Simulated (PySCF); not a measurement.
Species: C₃H₂NO₃SSe (charge -1).
Numbering: `[O:1]=[S:2](=[O:3])([O-:4])[c:5]1[n:6][cH:7][cH:8][se:9]1` (hydrogens: H10 on C7; H11 on C8)

Geometry (PBE0-D3(BJ)/def2-SVP, Å), atoms numbered from 1 in this order:
```
atom  x, y, z in Å
O1    -0.8425   -0.8465    0.4265
S2    -0.6813    0.5600   -0.0123
O3    -1.1293    1.5653    0.9604
O4    -1.0548    0.8222   -1.4091
C5     1.1363    0.6787    0.0060
N6     1.9074    1.6667   -0.2888
C7     3.2363    1.3686   -0.1571
C8     3.5707    0.1079    0.2567
Se9    2.0303   -0.8954    0.5362
H10    3.9713    2.1462   -0.3881
H11    4.5800   -0.2754    0.4072
```

Level: B3LYP/def2-SVPD in PySCF, non-relativistic, on one gas-phase PBE0-D3(BJ)/def2-SVP geometry that isn't relaxed in the solvent. The solvent is an IEF-PCM continuum (van der Waals radii × 1.2). Specific hydrogen bonds and non-electrostatic terms are outside this model. Spin–orbit coupling is left out although an atom past zinc is present.

Gas phase at B3LYP/def2-SVPD: HOMO -2.78 eV, LUMO 2.06 eV.

**Question.** What does the continuum do to the energy and the frontier levels at B3LYP/def2-SVPD in acetonitrile and water?

**Answer.** 
```
     solvent      ε  E(solvent) − E(gas) (kJ/mol)  polarisation term (kJ/mol)  distortion of the solute (kJ/mol)  HOMO (eV)  LUMO (eV)
acetonitrile  35.69                       -245.27                     -268.52                              23.25      -6.80      -1.39
       water  78.36                       -249.90                     -274.44                              24.54      -6.85      -1.45
```

Polarisation term: ½ Σ q·V over the induced surface charges. Distortion: the rise of the solute's own energy as its density leaves the gas-phase optimum. The atom shares or the degeneracy of the HOMO differ from the gas phase in acetonitrile and water, so that column needn't follow one orbital. From acetonitrile to water the lowering changes by a factor 1.02, Born's factor 1 − 1/ε by 1.02 and ε itself by 2.2.

**Question.** Which radius a makes Born's formula ΔE = −(q²/2a)(1 − 1/ε) give the value in water?

**Answer.** a = q²(1 − 1/ε)/(2|ΔE|) = 2.74 Å, with q = -1 e and |ΔE| = 0.0952 Eh; the farthest nucleus lies 3.21 Å from the centroid of the nuclei. The formula assumes a point charge at the centre of a sphere.

**Question.** How does the static polarisability (B3LYP/def2-SVPD, frozen core, with the continuum's full static response) change?

**Answer.** 
```tsv
medium	isotropic (au)	principal values (au)	⟨r²⟩ of the electrons (bohr²)
gas	105.3	75.6, 108.9, 131.2	1645.6
acetonitrile	144.1	104.6, 157.0, 170.7	1642.0
water	145.5	105.9, 158.7, 171.9	1641.9
```

The isotropic value in water is 1.38 times the gas-phase one; no cavity-field correction is applied. ⟨r²⟩ is taken about the centre of nuclear charge.
